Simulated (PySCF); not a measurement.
# Si: excitation energy

Si [Ne] 3s2 3p2 (3P) → Si [Ne] 3s2 3p1 4s1 (3P), as a difference of total energies. All numbers are calculated (PySCF 2.14, the spin-free X2C one-electron Hamiltonian (Gaussian nucleus), in dyall-acv3z (19s12p6d4f, 113 functions)). Correlated levels: valence: [Ne] frozen; virtual orbitals above 40 to 60 times the deepest correlated orbital energy dropped. The calculations carry no spin-orbit coupling.

| method | excitation energy (cm⁻¹) |
| --- | --- |
| UHF | 37994 |
| MP2 (valence) | 39745 |
| SCS-MP2 (valence) | 39420 |
| CCSD (valence) | 39749 |
| CCSD(T) (valence) | 39884 |

The promoted electron is Rydberg-like, and one or two diffuse shells describe it only roughly, which tends to raise the upper state.
